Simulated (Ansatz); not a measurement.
A CCSD(T) single point on GeH4N2, SMILES `[NH2][Ge][NH2]`.

```yaml
crystal:
  periodic: [false, false, false]
  atoms:
    - {symbol: N, position_ang: [-1.179656, 0.092083, -0.683929]}
    - {symbol: Ge, position_ang: [-0.069678, -1.237591, -0.102518]}
    - {symbol: N, position_ang: [1.194719, -0.165016, 0.664952]}
    - {symbol: H, position_ang: [-2.029904, -0.123989, -1.176400]}
    - {symbol: H, position_ang: [-1.047850, 1.084735, -0.566611]}
    - {symbol: H, position_ang: [1.191566, 0.842498, 0.702236]}
    - {symbol: H, position_ang: [2.002003, -0.560720, 1.116470]}
basis:
  gaussian: {orbitals: def2-TZVPP}
correlation: {method: ccsd_t}
output: {orbitals: {seedname: orbitals}}
```

```sh
$ ansatz run in.yaml --threads 2 --pin off --events-out ev --progress --plain
```

Log, shortened:

```
Functional definition: HF
1014 factors; integrals over basis functions are off by at most 1.2e-3 eV
mean field evaluation 1: about -59497.7546 eV, gradient 4.8e1 eV
mean field evaluation 2: about -59497.8355 eV, gradient 4.8e1 eV
mean field evaluation 4: about -59502.4346 eV, gradient 3.2e0 eV
mean field evaluation 8: about -59502.4913 eV, gradient 2.9e-1 eV
mean field -59502.49175847 eV, -2186.6762398862 hartree, gradient 6.4e-6 eV, S^2 0.000000; 0 other end points of the search recorded, 0 dependent functions left out
11 core orbitals not correlated: weight in the atoms' cores, before any rotation towards them, 1.000 or more for the frozen orbitals, at most 0.000 for the correlated occupied ones
reference -59502.49175847 eV, -2186.6762398862 hartree; 14, 14 occupied and 141, 141 virtual orbitals, 1014 factors
second order -18.18979871 eV of doubles, -0.00000000 eV of singles
cycle   1  -17.99754434 eV  change    1.9e-1 eV  update   9.9e-2
cycle   2  -18.48575497 eV  change   -4.9e-1 eV  update   2.9e-2
cycle   3  -18.57707019 eV  change   -9.1e-2 eV  update   1.6e-2
cycle   4  -18.56151792 eV  change    1.6e-2 eV  update   4.4e-3
cycle   5  -18.56166892 eV  change   -1.5e-4 eV  update   2.4e-3
cycle   6  -18.56186325 eV  change   -1.9e-4 eV  update   7.2e-4
cycle   7  -18.56150609 eV  change    3.6e-4 eV  update   2.3e-4
cycle   8  -18.56152975 eV  change   -2.4e-5 eV  update   6.3e-5
cycle   9  -18.56152888 eV  change    8.7e-7 eV  update   1.9e-5
perturbative correction -0.74581519 eV, -0.0274082027 hartree
Total energy: -59521.79910254 eV, -2187.3857716940 hartree
```

It took 39 s on 2 threads of a server CPU on a shared host, with 1.4 GiB of host memory at the peak.

The correlation energy is -19.307 eV, 3.9 % of it from (T); the T1 diagnostic reads 0.0133.
